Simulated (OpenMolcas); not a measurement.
**W5+: moving or changing the point charges**

W5+ among 8 point charges of -1.2 e arranged as a cube (Oh), 1.8 Å from the ion.

```yaml
Program: OpenMolcas 26.06
Method: "SS-CASPT2, IPEA 0.25 Eh, imaginary shift 0.1 Eh (closed shells correlated: 4f 5s 5p)"
Basis: ANO-RCC-VDZP [7s6p4d2f1g]
Scalar_Hamiltonian: DKH2, point nucleus
Active_space: 1 electron in 5 orbitals (5d)
State_averaging: 2S+1 = 2 even, 5 roots
Spin-orbit_coupling: RASSI with atomic mean-field integrals over the reference wave functions
```

Runs around this geometry, states (labels of O, the rotations of Oh). Energies in cm-1 above the lowest state or level, χT in cm3 K/mol; 10Dq is the gap between the two states; 10Dq is negative for this site.

```
R (Å)  q (e)  Ground state  First state of that spin    10Dq  First gap with spin-orbit (degeneracies)  χT at 300 K
  1.8  -0.96            2E                  2T2 9470   -9471                              12110 (4, 4)        0.180
  1.8   -1.2            2E                 2T2 12090  -12086                              13770 (4, 4)        0.167
 1.96   -1.2            2E                  2T2 8040   -8038                              11380 (4, 4)        0.195
```

Taking |10Dq| as R^-n, n = -ln(8038 / 12086) / ln(1.96 / 1.8) = 4.8 between the shortest and longest distance. The point-charge formula for a cubic d site gives n = 5.

Scaling the charges by -0.96 / -1.2 = 0.80 scales |10Dq| by 9471 / 12086 = 0.78; with fixed orbitals a first-order splitting would follow the charge.

Roots that are degenerate in the reference are averaged as groups; the widest CASPT2 spread within a group is 82 cm-1 (the 3-fold group of multiplicity 2 near 12100 cm-1 above the lowest state of its run, R = 1.8, q = -1.2). Shifts and gaps below about the spread of the groups concerned are not significant. An orbital doublet at a regular site is open to a Jahn-Teller distortion, which this geometry leaves out. Free-ion shares, where given, are those of the reference states; single-state CASPT2 does not remix them. Point charges carry no covalency, so the field is a model and not that of real ligands. No measured value stands beside these numbers.
